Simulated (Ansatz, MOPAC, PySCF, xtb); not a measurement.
Noncovalent pair: CH4O (SMILES CO) (first 6 atoms) with CH2O (SMILES C=O); geometry from B3LYP-D3(BJ)/def2-TZVP, rigid monomers moved along the line of their centres of mass till O2···C7 is 2.46 Å.
(charge 0, multiplicity 1):
```
atom    x (Å)    y (Å)    z (Å)
----  -------  -------  -------
C      0.3107  -0.5600   0.2502
O     -0.3733   0.6218   0.6630
H      0.8571  -0.4036  -0.6845
H     -0.4510  -1.3199   0.0829
H      1.0027  -0.9150   1.0196
H      0.2790   1.3190   0.7897
C     -0.4694   0.2122   3.0848
O      0.6865   0.0153   3.3489
H     -0.9217   1.2199   3.1340
H     -1.1573  -0.6037   2.7987
```

Counterpoise-corrected where a basis set is named; no monomer relaxation. Rows marked so take none.

Rows in 3-21G carry no dispersion term and start afresh at each structure. The state that PM7 reach isn't checked; PM7 holds dispersion and hydrogen-bond terms.

Codes used: Ansatz (a first-principles code) with Gaussian orbitals; MOPAC for PM7 (differences of heats of formation); PySCF for 3-21G rows; xtb for the GFN methods. Values without a source in brackets are computed.

Q: One of these levels gives -32.8 kJ/mol for the interaction energy. Which?
(A) PM7
(B) B3LYP/3-21G (no counterpoise)
(C) GFN-FF
(D) PBE/def2-TZVPPD

A: B, B3LYP/3-21G (no counterpoise). The others give -3.2 (GFN-FF), -15.4 (PM7), -7.9 (PBE/def2-TZVPPD)
